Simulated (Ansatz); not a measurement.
Start from `[NH2][AlH][SiH](F)[SiH3]` and change one atom or group to get `CS[SiH](F)[SiH3]`.

Ansatz, PBE0-D4/def2-TZVP geometries, multiplicity 1. Each molecule was computed in one conformer, which needn't be the lowest.

| property | `[NH2][AlH][SiH](F)[SiH3]` |
| --- | --- |
| HOMO energy (PBE/def2-TZVPP) / eV | -6.18 |
| LUMO energy (PBE0/def2-TZVPP) / eV | -1.40 |
| HOMO energy (PBE0/def2-TZVPP) / eV | -7.28 |
| HOMO energy (B3LYP/def2-TZVPP) / eV | -7.08 |
| HOMO–LUMO gap (PBE/def2-TZVPP) / eV | 4.06 |
| LUMO energy (PBE/def2-TZVPP) / eV | -2.12 |

What does the change do to each property? (Estimate.)

Ansatz gave: 
```tsv
property	`CS[SiH](F)[SiH3]`	shift
HOMO energy (PBE/def2-TZVPP) / eV	-6.14	0.04
LUMO energy (PBE0/def2-TZVPP) / eV	-0.39	1.01
HOMO energy (PBE0/def2-TZVPP) / eV	-7.35	-0.07
HOMO energy (B3LYP/def2-TZVPP) / eV	-7.10	-0.02
HOMO–LUMO gap (PBE/def2-TZVPP) / eV	4.89	0.83
LUMO energy (PBE/def2-TZVPP) / eV	-1.25	0.87
```

With PBE0 the HOMO falls by 0.07 eV and the LUMO rises by 1.01 eV, so the gap widens by about 1.08 eV. PBE moves the HOMO by 0.04 eV and ωB97M-V by -0.33 eV.

B3LYP here is the variant with VWN-RPA as its local correlation; programs differ in this.
